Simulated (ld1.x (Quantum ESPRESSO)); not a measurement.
## An all-electron radial function and its pseudo partner (F (Z = 9))

Columns: radius, all-electron u(r) and pseudo u(r) of the 2s shell (level -29.82 eV) of fluorine in the configuration [He] 2s2 2p5; PBE, non-relativistic, PAW scheme, ld1.x (Quantum ESPRESSO) 7.5.

```
r (bohr)  all-electron   pseudo
   0.072        0.4386  -0.1698
   0.145        0.3654  -0.3361
   0.217        0.1093  -0.4888
   0.290       -0.1859  -0.6278
   0.362       -0.4489  -0.7459
   0.435       -0.6641  -0.8444
   0.507       -0.8214  -0.9200
   0.580       -0.9293  -0.9752
   0.652       -0.9925  -1.0095
   0.725       -1.0214  -1.0252
   0.798       -1.0229  -1.0231
   0.870       -1.0045  -1.0045
   0.942       -0.9720  -0.9720
   1.015       -0.9292  -0.9292
   1.088       -0.8801  -0.8801
   1.160       -0.8282  -0.8282
   1.232       -0.7747  -0.7747
   1.305       -0.7205  -0.7205
   1.378       -0.6673  -0.6673
   1.450       -0.6165  -0.6165
   1.522       -0.5680  -0.5680
   1.595       -0.5214  -0.5214
   1.668       -0.4776  -0.4776
   1.740       -0.4372  -0.4372
   1.812       -0.3997  -0.3997
   1.885       -0.3644  -0.3644
```

(1) How many radial nodes do the two functions have?

(2) At about which radius was the pseudo-wave matched?

(3) Where does each function peak?

(4) Is the pseudo-wave norm-conserving?

## Answers

(1) The all-electron 2s function has n − l − 1 = 1; the pseudo-wave has 0, since the states of the same l below it are removed with the core.

(2) 0.85 bohr, where the columns begin to agree (steps of 0.07 bohr).

(3) Outermost all-electron maximum near 0.80 bohr, pseudo maximum near 0.72 bohr (to the table’s step).

(4) No, it belongs to a PAW set: the norm inside the radius is not constrained, and the difference is carried by the augmentation charge.
